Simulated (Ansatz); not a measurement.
Two shapes of singlet B₃N₃H₆.

Shape 1:

```xyz
12

B     1.4300    0.0000    0.0000
N     0.7150    1.2384    0.0000
B    -0.7150    1.2384    0.0000
N    -1.4300    0.0000    0.0000
B    -0.7150   -1.2384    0.0000
N     0.7150   -1.2384    0.0000
H     2.6300    0.0000    0.0000
H     1.2225    2.1174    0.0000
H    -1.3150    2.2776    0.0000
H    -2.4450    0.0000    0.0000
H    -1.3150   -2.2776    0.0000
H     1.2225   -2.1174    0.0000
```

Shape 2:

```xyz
12

B     1.4280   -0.0304    0.0355
N     0.6698    1.2481   -0.0224
B    -0.7329    1.2092    0.0238
N    -1.4290    0.0111   -0.0439
B    -0.6942   -1.2508   -0.0409
N     0.6956   -1.2010   -0.0459
H     2.6644    0.0147   -0.0470
H     1.2501    2.0933   -0.0292
H    -1.3424    2.2632    0.0307
H    -2.4393   -0.0144    0.0434
H    -1.3586   -2.3112   -0.0377
H     1.1726   -2.1150   -0.0271
```

Basis set: 6-31G* (spherical functions). Correlated methods keep 6 orbitals frozen. Charge 0, multiplicity 1.

Computed with Ansatz (development build ahead of 0.2.0); each method stands on the lowest determinant of its kind that the runs found.

(1) Which shape is lower in energy, and by how much in each method?

## Answers

(1)

```csv
method,E(2) − E(1) (eV)
RHF,0.383
RHF-MP2,0.347
```

Shape 1 is lower.
